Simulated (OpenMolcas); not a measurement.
**Xe+: terms and fine structure**

```json
{
 "Program": "OpenMolcas 26.06",
 "Method": "RASSCF",
 "Basis": "ANO-RCC-VQZP [8s7p5d3f2g]",
 "Scalar Hamiltonian": "DKH2, point nucleus",
 "Active space": "7 electrons in 9 orbitals (RAS2 5s 5p; RAS3 5d, at most 2 electrons)",
 "State averaging": "2S+1 = 2 odd, 3 roots; 2S+1 = 2 even, 1 root",
 "Spin-orbit coupling": "RASSI with atomic mean-field integrals over the reference wave functions, term energies averaged over their components"
}
```

With spin-orbit coupling, above the lowest level:

```json
{"Configuration": "5s² 5p⁵", "Term": "²P°", "J": "3/2", "E (cm⁻¹)": "0.0", "Measured (cm⁻¹)": "0.0", "Term weight %": "100"}
{"Configuration": "5s² 5p⁵", "Term": "²P°", "J": "1/2", "E (cm⁻¹)": "9511", "Measured (cm⁻¹)": "10537", "Term weight %": "100"}
{"Configuration": "5s 5p⁶", "Term": "²S", "J": "1/2", "E (cm⁻¹)": "93715", "Measured (cm⁻¹)": "90874", "Term weight %": "100"}
```

Against the 2 measured excited levels shown (NIST Handbook of Basic Atomic Spectroscopic Data) the mean absolute deviation is 1900 cm-1; the largest miss in energy is 5s 5p⁶ ²S_1/2: computed 93715, measured 90874 cm⁻¹ (+3.1 %), and the largest in proportion 5s² 5p⁵ ²P°_1/2 (-9.7 %).

Spin-orbit coupling puts the lowest level 3170 cm⁻¹ below the lowest spin-free term.

Configurations are named by rounded mean occupations; where the s occupation lies near a half they are strongly mixed, a name can repeat and a true partner stay unpaired. Some terms take much of their weight from 5d, a shell meant for correlation, so their names are nominal. Some terms mix strongly with configurations of 5d, whose occupation reaches 0.37 (5s 5p⁶ ²S). Computed and measured levels are paired by configuration, term and J; levels that our copy of the source lacks, or whose pairing is in doubt (as where it misses far off the trend of its configuration), stay unpaired and out of the deviations. Only configurations of the active space appear. The first state left out of the spin-orbit step lies near 130000 cm-1 above the lowest spin-free state of the reference (among the parities and spins computed), and the list stops at four fifths of that energy or lower.

The term weight is that of the spin-free term in the level, not the purity of its configuration. ° marks odd parity.
